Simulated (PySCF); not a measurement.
Ga(Me)2(PH2) (C2H8GaP), SMILES [CH3][Ga]([CH3])[PH2].

Geometry optimised at PBE-D3(BJ)/def2-SVP. The structure was generated by enumeration; whether it is a known compound was not checked. The values are those of a single conformer.

All values below come from PBE-D3(BJ)/def2-SVP run with PySCF.

Frequencies are harmonic and unscaled.

Computed vibrational spectrum:
```json
[
 {"mode": "1", "ν (cm⁻¹)": "8", "IR (km/mol)": "0.0", "moving atoms (share of kinetic energy)": "H 97 %"},
 {"mode": "2", "ν (cm⁻¹)": "27", "IR (km/mol)": "0.0", "moving atoms (share of kinetic energy)": "H 97 %"},
 {"mode": "3", "ν (cm⁻¹)": "104", "IR (km/mol)": "5.2", "moving atoms (share of kinetic energy)": "C 29 %, P 29 %, H 25 %, Ga 17 %"},
 {"mode": "4", "ν (cm⁻¹)": "129", "IR (km/mol)": "1.8", "moving atoms (share of kinetic energy)": "Ga 37 %, C 28 %, H 28 %"},
 {"mode": "5", "ν (cm⁻¹)": "139", "IR (km/mol)": "1.3", "moving atoms (share of kinetic energy)": "H 85 %, C 11 %"},
 {"mode": "6", "ν (cm⁻¹)": "142", "IR (km/mol)": "3.7", "moving atoms (share of kinetic energy)": "C 46 %, H 41 %, Ga 9 %"},
 {"mode": "7", "ν (cm⁻¹)": "322", "IR (km/mol)": "14.5", "moving atoms (share of kinetic energy)": "P 67 %, Ga 24 %"},
 {"mode": "8", "ν (cm⁻¹)": "485", "IR (km/mol)": "3.7", "moving atoms (share of kinetic energy)": "H 93 %"},
 {"mode": "9", "ν (cm⁻¹)": "523", "IR (km/mol)": "29.8", "moving atoms (share of kinetic energy)": "C 66 %, H 22 %, Ga 11 %"},
 {"mode": "10", "ν (cm⁻¹)": "562", "IR (km/mol)": "37.7", "moving atoms (share of kinetic energy)": "C 58 %, Ga 23 %, H 20 %"},
 {"mode": "11", "ν (cm⁻¹)": "581", "IR (km/mol)": "1.4", "moving atoms (share of kinetic energy)": "H 94 %"},
 {"mode": "12", "ν (cm⁻¹)": "607", "IR (km/mol)": "1.7", "moving atoms (share of kinetic energy)": "H 84 %, C 15 %"},
 {"mode": "13", "ν (cm⁻¹)": "682", "IR (km/mol)": "28.0", "moving atoms (share of kinetic energy)": "H 77 %, C 19 %"},
 {"mode": "14", "ν (cm⁻¹)": "689", "IR (km/mol)": "19.7", "moving atoms (share of kinetic energy)": "H 82 %, C 14 %"},
 {"mode": "15", "ν (cm⁻¹)": "747", "IR (km/mol)": "90.2", "moving atoms (share of kinetic energy)": "H 77 %, C 21 %"},
 {"mode": "16", "ν (cm⁻¹)": "1048", "IR (km/mol)": "24.4", "moving atoms (share of kinetic energy)": "H 97 %"},
 {"mode": "17", "ν (cm⁻¹)": "1159", "IR (km/mol)": "11.3", "moving atoms (share of kinetic energy)": "H 80 %, C 20 %"},
 {"mode": "18", "ν (cm⁻¹)": "1163", "IR (km/mol)": "1.3", "moving atoms (share of kinetic energy)": "H 82 %, C 18 %"},
 {"mode": "19", "ν (cm⁻¹)": "1372", "IR (km/mol)": "0.6", "moving atoms (share of kinetic energy)": "H 96 %"},
 {"mode": "20", "ν (cm⁻¹)": "1373", "IR (km/mol)": "1.2", "moving atoms (share of kinetic energy)": "H 96 %"},
 {"mode": "21", "ν (cm⁻¹)": "1379", "IR (km/mol)": "0.8", "moving atoms (share of kinetic energy)": "H 95 %"},
 {"mode": "22", "ν (cm⁻¹)": "1382", "IR (km/mol)": "5.4", "moving atoms (share of kinetic energy)": "H 95 %"},
 {"mode": "23", "ν (cm⁻¹)": "2316", "IR (km/mol)": "35.7", "moving atoms (share of kinetic energy)": "H 97 %"},
 {"mode": "24", "ν (cm⁻¹)": "2338", "IR (km/mol)": "48.2", "moving atoms (share of kinetic energy)": "H 97 %"},
 {"mode": "25", "ν (cm⁻¹)": "2968", "IR (km/mol)": "4.8", "moving atoms (share of kinetic energy)": "H 97 %"},
 {"mode": "26", "ν (cm⁻¹)": "2969", "IR (km/mol)": "3.7", "moving atoms (share of kinetic energy)": "H 97 %"},
 {"mode": "27", "ν (cm⁻¹)": "3061", "IR (km/mol)": "4.5", "moving atoms (share of kinetic energy)": "H 91 %, C 9 %"},
 {"mode": "28", "ν (cm⁻¹)": "3063", "IR (km/mol)": "6.7", "moving atoms (share of kinetic energy)": "H 91 %, C 9 %"},
 {"mode": "29", "ν (cm⁻¹)": "3089", "IR (km/mol)": "4.5", "moving atoms (share of kinetic energy)": "H 91 %, C 9 %"},
 {"mode": "30", "ν (cm⁻¹)": "3091", "IR (km/mol)": "5.1", "moving atoms (share of kinetic energy)": "H 91 %, C 9 %"}
]
```
